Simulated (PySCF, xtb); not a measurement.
F3HSeSi, SMILES F[Si](F)(F)[SeH].

GFN2-xTB run with xtb 6.7.1 at its own geometry gives an orbital gap of 4.69 eV and a dipole moment of 1.45 D.

Geometry optimised at B3LYP-D3(BJ)/def2-SVP. This is a generated structure with no PubChem entry under its InChIKey; it may be hypothetical. One conformer was computed; it need not be the lowest.

Task: What does ωB97X/def2-TZVP run with PySCF give? (Estimate from the structure and the level; the computed values follow.)

Result: gap 11.95 eV (levels -10.38 and 1.57 eV), dipole 1.81 D.
